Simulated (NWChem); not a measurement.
SiH2SO, singlet; SMILES [Si](O)S

```xyz
5

Si    -0.6845    -0.6758     0.0000
O      0.7032    -1.5963     0.0000
H      1.5889    -1.1990     0.0000
S      0.2078     1.3380     0.0000
H     -0.9564     2.0218     0.0000
```
Atoms are numbered in this order, from 1.

Program: NWChem. Low-valent species are run as closed-shell singlets; no triplet was tried in these runs. Structure relaxed at the B3LYP/6-31G* (spherical d) level. Vertical excitations in the gas phase; the lowest state need not have the same character in each row.

```csv
level,"lowest excitation, singlet (eV)",oscillator strength of that lowest state,orbital gap (eV)
"PBE/def2-SVP, TDA",4.29,0.045,3.47
"B3LYP/def2-SVP, TDA",[?],[?],[?]
"LRC-wPBEh/def2-SVP, TDA",4.41,0.062,8.77
```

Complete the blanks.


- B3LYP/def2-SVP, TDA, lowest excitation, singlet (eV): 4.36
- B3LYP/def2-SVP, TDA, oscillator strength of that lowest state: 0.052
- B3LYP/def2-SVP, TDA, orbital gap (eV): 4.95
